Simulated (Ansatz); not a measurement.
`C=CC12CC3CC(CC(C3)C1)C2` with charge +1. The state is a doublet with charge 1. Geometry r2SCAN-D4/def2-SVP, that of the neutral singlet; atoms count from 1.

| atom | x (Å) | y (Å) | z (Å) |
| --- | --- | --- | --- |
| C1 | 0.0217 | -0.5342 | -3.4519 |
| C2 | -0.5127 | 0.1934 | -2.4641 |
| C3 | -0.2190 | 0.0909 | -0.9924 |
| C4 | -1.5320 | -0.2260 | -0.2318 |
| C5 | -1.2826 | -0.2743 | 1.2827 |
| C6 | -0.7525 | 1.0871 | 1.7582 |
| C7 | 0.5623 | 1.4082 | 1.0312 |
| C8 | 1.5987 | 0.3174 | 1.3414 |
| C9 | 1.0688 | -1.0436 | 0.8642 |
| C10 | -0.2455 | -1.3645 | 1.5925 |
| C11 | 0.8174 | -0.9942 | -0.6507 |
| C12 | 0.3121 | 1.4554 | -0.4833 |
| H13 | -0.2695 | -0.3694 | -4.4934 |
| H14 | 0.7641 | -1.3160 | -3.2658 |
| H15 | -1.2537 | 0.9660 | -2.7200 |
| H16 | -1.9325 | -1.1922 | -0.5878 |
| H17 | -2.2895 | 0.5436 | -0.4698 |
| H18 | -2.2311 | -0.5051 | 1.7998 |
| H19 | -0.5871 | 1.0691 | 2.8505 |
| H20 | -1.4997 | 1.8762 | 1.5577 |
| H21 | 0.9428 | 2.3895 | 1.3672 |
| H22 | 2.5551 | 0.5492 | 0.8390 |
| H23 | 1.8032 | 0.2857 | 2.4268 |
| H24 | 1.8145 | -1.8287 | 1.0827 |
| H25 | -0.0711 | -1.4238 | 2.6820 |
| H26 | -0.6254 | -2.3513 | 1.2718 |
| H27 | 0.4563 | -1.9761 | -1.0066 |
| H28 | 1.7622 | -0.7846 | -1.1845 |
| H29 | 1.2448 | 1.7044 | -1.0205 |
| H30 | -0.4202 | 2.2479 | -0.7250 |

(1) Estimate the Mulliken populations of the heavy atoms from the PBE0/def2-SVP orbitals of Ansatz.

(2) Where does the spin sit?

(3) And the Mayer bond orders between heavy atoms (over 0.3)?

## Answers

(1) 
```tsv
atom	charge (e)	spin (α − β)
C1	0.06	0.45
C2	0.09	0.12
C3	-0.47	0.05
C4	0.09	0.07
C5	-0.19	0.02
C6	0.05	0.03
C7	-0.19	0.02
C8	0.05	0.01
C9	-0.18	0.03
C10	0.05	0.01
C11	0.07	-0.01
C12	0.09	0.07
```
Mulliken values depend strongly on the basis.

(2) Summed by element: C 0.87, H 0.13, of 1 unpaired in all. Largest on single atoms: C1 0.45, C2 0.12, C12 0.07.

(3) C1–C2 1.63 (1.34 Å); C2–C3 1.07 (1.50 Å); C3–C4 0.90 (1.55 Å); C3–C11 1.01 (1.54 Å); C3–C12 0.90 (1.55 Å); C4–C5 1.04 (1.54 Å); C5–C6 1.01 (1.54 Å); C5–C10 1.04 (1.54 Å); C6–C7 1.01 (1.54 Å); C7–C8 1.04 (1.54 Å); C7–C12 1.04 (1.54 Å); C8–C9 1.02 (1.54 Å); C9–C10 1.02 (1.54 Å); C9–C11 1.04 (1.54 Å).
